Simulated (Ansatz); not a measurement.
A nudged elastic band was laid between two geometries of BH5InNOS (10 atoms, charge 0, multiplicity 1).

The calculation used Ansatz 0.2.0, RKS BHLYP/def2-SVP.

```json
{"movable images": "5", "climbing image": "yes", "spring": "5.0 eV/Å²", "optimiser": "quadratic models (default)", "start path": "through a guess of the saddle point", "force threshold": "0.05 eV/Å", "iteration limit": "60", "end points": "relaxed"}
```

Image 0:

```xyz
10
Properties=species:S:1:pos:R:3
N 0.798 1.250 1.567
In 0.557 0.115 -0.081
O 1.871 0.823 -1.413
B -0.954 -1.515 -0.455
S -2.709 -1.318 -0.526
H 1.588 1.870 1.643
H 0.451 1.002 2.478
H 1.865 0.425 -2.279
H -0.617 -2.649 -0.635
H -2.851 -0.003 -0.299
```

Image 6:

```xyz
10
Properties=species:S:1:pos:R:3
N 0.953 1.414 1.661
In 0.770 0.247 0.016
O 1.864 1.127 -1.411
B -0.311 -1.681 -0.202
S -1.961 -1.593 -0.835
H 1.701 2.090 1.676
H 0.802 1.051 2.588
H 1.902 0.681 -2.253
H -2.734 -2.665 -0.563
H -2.985 -0.670 -0.676
```

**Question.** What changes between the two ends?

**Answer.** Bonds broken: B4–H9. Bonds formed: S5–H9.

**Question.** What energy profile does the band end with?

**Answer.** The run converged. The highest image is number 4 of 0 to 6, 4.94 eV above the first end and 0.83 eV above the last; the last end lies 4.11 eV above the first. Neighbouring images differ by up to 3.2 eV, so the band resolves the path poorly. A vibrational analysis at the climbing image gives one clearly imaginary mode, 1421i cm⁻¹: a first-order saddle point. The orbitals stay closed-shell, which can raise the energy where a bond breaks towards radicals; this wasn't checked here.

| image | path coordinate (Å) | energy (eV) | B4–H9 (Å) | S5–H9 (Å) |
| --- | --- | --- | --- | --- |
| 0 | 0.00 | 0.00 | 1.20 | 2.48 |
| 1 | 0.77 | 0.00 | 1.20 | 2.48 |
| 2 | 1.54 | 0.07 | 1.20 | 2.40 |
| 3 | 2.31 | 1.77 | 1.24 | 1.91 |
| 4 | 3.08 | 4.94 | 1.79 | 1.40 |
| 5 | 3.94 | 4.23 | 2.47 | 1.34 |
| 6 | 4.81 | 4.11 | 2.64 | 1.35 |

**Question.** What is the geometry of the highest image?

**Answer.** 
```xyz
10
Properties=species:S:1:pos:R:3:forces:R:3
N 0.904 1.231 1.627 0.00 0.00 0.00
In 0.695 0.246 -0.129 0.00 0.01 0.00
O 1.938 1.151 -1.411 0.00 0.00 0.00
B -0.522 -1.565 -0.563 0.01 -0.01 0.00
S -2.297 -1.687 -0.919 -0.01 0.00 -0.01
H 1.698 1.842 1.739 0.00 0.00 0.00
H 0.660 0.818 2.512 0.00 0.00 0.00
H 1.993 0.780 -2.288 0.00 0.00 0.00
H -1.924 -2.287 0.286 0.00 0.00 0.01
H -3.145 -0.530 -0.853 0.00 0.00 0.00
```

Run time: 7.5 min on 2 threads of Arm Neoverse V2, on a shared host, peak memory 0.27 GiB.
